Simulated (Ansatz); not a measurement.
This geometry of Cl + GeH4 (6 atoms, charge 0, multiplicity 2) is a first-order saddle point.

Method: UHF/def2-SVP (Ansatz).

```xyz
6
Properties=species:S:1:pos:R:3
Ge 0.000 0.000 0.006
H -0.002 0.000 1.717
H 1.462 0.000 -0.438
H -0.731 1.266 -0.441
H -0.731 -1.266 -0.441
Cl 0.003 0.000 3.318
```

**Question.** Which two structures does it join? (They come from a converged band through this point; their orientation in space is the band's.)

**Answer.** Bonds broken: Ge1–H2. Bonds formed: H2–Cl6. Cl + GeH4 becomes ClH + GeH3.

First end point:

```xyz
6
Properties=species:S:1:pos:R:3
Ge 0.005 0.000 -0.240
H 0.024 0.000 1.293
H 1.443 0.000 -0.772
H -0.724 1.251 -0.745
H -0.724 -1.251 -0.745
Cl -0.024 0.000 4.930
```

Last end point:

```xyz
6
Properties=species:S:1:pos:R:3
Ge 0.000 0.000 -0.596
H 0.001 0.000 3.102
H 1.462 0.000 -1.054
H -0.732 1.267 -1.053
H -0.732 -1.267 -1.053
Cl 0.002 0.000 4.374
```

**Question.** How far does it lie above each of them?

**Answer.** 0.47 eV above the first and 0.72 eV above the second. This is the barrier of this one path; another mechanism may lie lower.

Time of the run: 110 s on 1 thread of Arm Neoverse V1 (shared host), peak memory 0.23 GiB.
